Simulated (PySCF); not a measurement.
29Si chemical shifts

[PySCF: GFN2-xTB geometry; shielding tensors at PBE0/pcSseg-1 (GIAO); a single conformation; non-relativistic Hamiltonian; isolated molecule; one averaged value for each set of equivalent atoms]

Shieldings were converted by a linear fit to measured shifts: 29Si: δ = 279.94 − 0.822σ (rms 8.9 ppm, 72 shifts, 25.8 ppm with the 6 outliers that the fit left out vs TMS, solution or neat liquid). Occasional misses reach two or three times the rms, and more in compound classes unlike the fitted ones.

Q: Give the 29Si shifts of `[SiH3]P[SiH3]`, `CN([SiH3])C[SiH2]CC#N`, `N#C[C@H]1C[Si@H](C(=O)O)C1`, `FC(F)[SiH3]`, `C[C@@]([SiH3])(CC#N)[SiH2]N`, `N#C[SiH2]CNCC[SiH3]`.

A: 
| compound | environment | δ (ppm) |
| --- | --- | --- |
| [SiH3]P[SiH3] | silicon bonded to P, 3 H (×2) | -72.4 |
| [CH3:1][N:2]([SiH3:3])[CH2:4][SiH2:5][CH2:6][C:7]#[N:8] | Si5: silicon bonded to 2 C, 2 H | -35.0 |
| [CH3:1][N:2]([SiH3:3])[CH2:4][SiH2:5][CH2:6][C:7]#[N:8] | Si3: silicon bonded to N, 3 H | -42.2 |
| N#C[C@H]1C[Si@H](C(=O)O)C1 | silicon bonded to 3 C, H, in a 4-membered ring | -23.0 |
| FC(F)[SiH3] | silicon bonded to C, 3 H | -67.6 |
| [CH3:1][C@@:2]([SiH3:3])([CH2:4][C:5]#[N:6])[SiH2:7][NH2:8] | Si7: silicon bonded to C, N, 2 H | -27.5 |
| [CH3:1][C@@:2]([SiH3:3])([CH2:4][C:5]#[N:6])[SiH2:7][NH2:8] | Si3: silicon bonded to C, 3 H | -58.7 |
| [N:1]#[C:2][SiH2:3][CH2:4][NH:5][CH2:6][CH2:7][SiH3:8] | Si8: silicon bonded to C, 3 H | -67.5 |
| [N:1]#[C:2][SiH2:3][CH2:4][NH:5][CH2:6][CH2:7][SiH3:8] | Si3: silicon bonded to 2 C, 2 H | -67.7 |
